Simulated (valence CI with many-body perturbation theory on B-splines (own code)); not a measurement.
**Pb³³⁺: M1 decay**

Calculated by relativistic CI+MBPT: three valence electrons over a frozen Dirac-Fock core [Kr] 4d10, radial functions for each j: 7 s, 7 p, 7 d, 7 f, 4 g, 2 h, with the one-electron correlation potential Σ1, the two-electron term Σ2, the three-electron term Σ3, Breit, model QED; selected CI, second order for the rest, scaled by the run's own slope (own B-spline code, finite nucleus).

No measured spectrum was set against this ion. As an estimate, large intervals hold to a few tenths of a per cent, small ones and those within an open d or f shell to about a per cent. Excitations out of the core, of the other parity, are not computed and may begin above about 198 eV (a cautious bound); beyond it only levels of the ground parity were kept, without lifetimes.

Lines 51 to 100 of 120 in falling wavelength, among levels below 1596500 cm⁻¹, chosen from the decays that carry over 1 % of a level's rate. Wavelengths and rates use the calculated energies. Weak lines are less certain than strong ones. Lines between different terms over intervals too small for the method are left out, as are lines whose strength nearly cancels.

Levels are named by their leading jj configuration (3d3/2^4 stands for four electrons in 3d with j = 3/2), which in mixed levels can hold well under half, so a name can repeat and another be missing. Letters in brackets count levels of one name in rising energy.

```csv
λ vac (nm),Upper,Lower,Type,A (s⁻¹),Branch %
184.8,(4f5/2 4f7/2^2) J=7/2 [a],(4f5/2^2 4f7/2) J=5/2 [a],M1,3.13e+03,70.5
184.3,(4f7/2^3) J=15/2,(4f5/2 4f7/2^2) J=15/2,M1,1.87e+03,28.0
181.3,(4f5/2^2 4f7/2) J=3/2 [b],(4f5/2^3) J=5/2,M1,7.82e+02,45.4
179.7,(4f5/2 4f7/2^2) J=7/2 [b],(4f5/2 4f7/2^2) J=9/2 [a],M1,9.78e+01,4.6
175.4,(4f5/2 4f7/2^2) J=5/2 [a],(4f5/2^2 4f7/2) J=7/2 [b],M1,3.30e+02,9.0
171.3,(4f5/2 4f7/2^2) J=3/2 [b],(4f5/2^2 4f7/2) J=5/2 [b],M1,6.13e+02,9.0
171.2,(4f7/2^3) J=9/2,(4f5/2 4f7/2^2) J=7/2 [a],M1,2.57e+03,39.5
170.0,(4f5/2^2 4f7/2) J=5/2 [b],(4f5/2^3) J=5/2,M1,9.69e+02,39.9
166.3,(4f7/2^3) J=9/2,(4f5/2 4f7/2^2) J=9/2 [b],M1,1.11e+03,17.0
164.5,(4f5/2 4f7/2^2) J=13/2 [b],(4f5/2 4f7/2^2) J=13/2 [a],M1,3.70e+02,17.8
164.2,(4f5/2 4f7/2^2) J=13/2 [b],(4f5/2^2 4f7/2) J=11/2 [b],M1,5.45e+02,26.2
161.2,(4f5/2 4f7/2^2) J=3/2 [b],(4f5/2^2 4f7/2) J=3/2 [b],M1,1.99e+03,29.1
160.4,(4f5/2 4f7/2^2) J=3/2 [b],(4f5/2^2 4f7/2) J=1/2,M1,2.60e+03,37.9
155.1,(4f5/2 4f7/2^2) J=3/2 [a],(4f5/2^2 4f7/2) J=3/2 [a],M1,3.42e+03,80.2
152.8,(4f5/2 4f7/2^2) J=3/2 [a],(4f5/2^2 4f7/2) J=5/2 [a],M1,5.45e+02,12.8
152.7,(4f5/2 4f7/2^2) J=15/2,(4f5/2^2 4f7/2) J=13/2,M1,1.94e+03,61.4
152.0,(4f5/2 4f7/2^2) J=9/2 [c],(4f5/2^2 4f7/2) J=7/2 [b],M1,2.21e+03,56.0
149.7,(4f5/2 4f7/2^2) J=9/2 [b],(4f5/2^2 4f7/2) J=9/2,M1,2.32e+03,51.0
146.0,(4f5/2 4f7/2^2) J=7/2 [a],(4f5/2^2 4f7/2) J=9/2,M1,4.92e+01,1.1
141.3,(4f5/2 4f7/2^2) J=5/2 [b],(4f5/2^2 4f7/2) J=5/2 [b],M1,3.12e+03,32.2
139.0,(4f5/2 4f7/2^2) J=11/2 [a],(4f5/2^2 4f7/2) J=13/2,M1,4.08e+02,16.2
136.4,(4f5/2^2 4f7/2) J=9/2,(4f5/2^3) J=9/2,M1,2.73e+03,95.6
136.4,(4f5/2 4f7/2^2) J=5/2 [a],(4f5/2^2 4f7/2) J=7/2 [a],M1,1.41e+03,38.6
136.0,(4f5/2 4f7/2^2) J=7/2 [b],(4f5/2^2 4f7/2) J=7/2 [b],M1,2.00e+02,9.5
134.3,(4f5/2 4f7/2^2) J=5/2 [b],(4f5/2^2 4f7/2) J=3/2 [b],M1,1.55e+03,16.0
134.2,(4f5/2 4f7/2^2) J=5/2 [a],(4f5/2^2 4f7/2) J=3/2 [a],M1,1.02e+03,27.8
133.8,(4f7/2^3) J=15/2,(4f5/2 4f7/2^2) J=13/2 [a],M1,4.31e+03,64.6
132.6,(4f5/2 4f7/2^2) J=11/2 [a],(4f5/2^2 4f7/2) J=9/2,M1,1.42e+03,56.5
132.5,(4f5/2 4f7/2^2) J=5/2 [a],(4f5/2^2 4f7/2) J=5/2 [a],M1,4.32e+02,11.8
131.7,(4f5/2^2 4f7/2) J=11/2 [b],(4f5/2^2 4f7/2) J=11/2 [a],M1,3.82e+02,29.0
131.5,(4f5/2 4f7/2^2) J=13/2 [a],(4f5/2^2 4f7/2) J=11/2 [a],M1,5.00e+03,89.4
131.3,(4f7/2^3) J=9/2,(4f5/2 4f7/2^2) J=9/2 [a],M1,1.19e+03,18.3
127.7,(4f5/2 4f7/2^2) J=9/2 [a],(4f5/2^2 4f7/2) J=11/2 [a],M1,2.36e+02,12.5
127.3,(4f7/2^3) J=9/2,(4f5/2^2 4f7/2) J=11/2 [b],M1,7.00e+02,10.7
125.9,(4f5/2^2 4f7/2) J=1/2,(4f5/2^3) J=3/2,M1,1.93e+03,88.6
125.5,(4f5/2^2 4f7/2) J=3/2 [b],(4f5/2^3) J=3/2,M1,1.81e+02,10.5
120.0,(4f5/2 4f7/2^2) J=13/2 [b],(4f5/2^2 4f7/2) J=15/2,M1,4.48e+02,21.5
119.9,(4f5/2^2 4f7/2) J=5/2 [b],(4f5/2^3) J=3/2,M1,1.22e+03,50.3
114.6,(4f5/2 4f7/2^2) J=1/2,(4f5/2^2 4f7/2) J=3/2 [a],M1,3.96e+02,14.8
112.9,(4f5/2 4f7/2^2) J=17/2,(4f5/2^2 4f7/2) J=15/2,M1,1.21e+03,65.2
111.3,(4f5/2 4f7/2^2) J=7/2 [b],(4f5/2^2 4f7/2) J=7/2 [a],M1,3.75e+01,1.8
111.3,(4f5/2^2 4f7/2) J=7/2 [a],(4f5/2^3) J=9/2,M1,4.96e+02,89.3
108.7,(4f5/2 4f7/2^2) J=7/2 [b],(4f5/2^2 4f7/2) J=5/2 [a],M1,5.69e+01,2.7
107.4,(4f5/2 4f7/2^2) J=5/2 [b],(4f5/2^2 4f7/2) J=7/2 [b],M1,2.03e+03,21.0
106.9,(4f5/2 4f7/2^2) J=5/2 [a],(4f5/2^3) J=5/2,M1,5.94e+01,1.6
106.3,(4f7/2^3) J=9/2,(4f5/2^2 4f7/2) J=7/2 [b],M1,2.20e+02,3.4
106.0,(4f5/2 4f7/2^2) J=9/2 [b],(4f5/2^2 4f7/2) J=11/2 [a],M1,6.74e+02,14.9
105.2,(4f5/2 4f7/2^2) J=11/2 [b],(4f5/2^2 4f7/2) J=13/2,M1,2.29e+02,8.1
101.5,(4f5/2 4f7/2^2) J=11/2 [b],(4f5/2^2 4f7/2) J=9/2,M1,2.74e+02,9.7
100.9,(4f5/2 4f7/2^2) J=3/2 [b],(4f5/2^2 4f7/2) J=5/2 [a],M1,1.14e+03,16.7
```
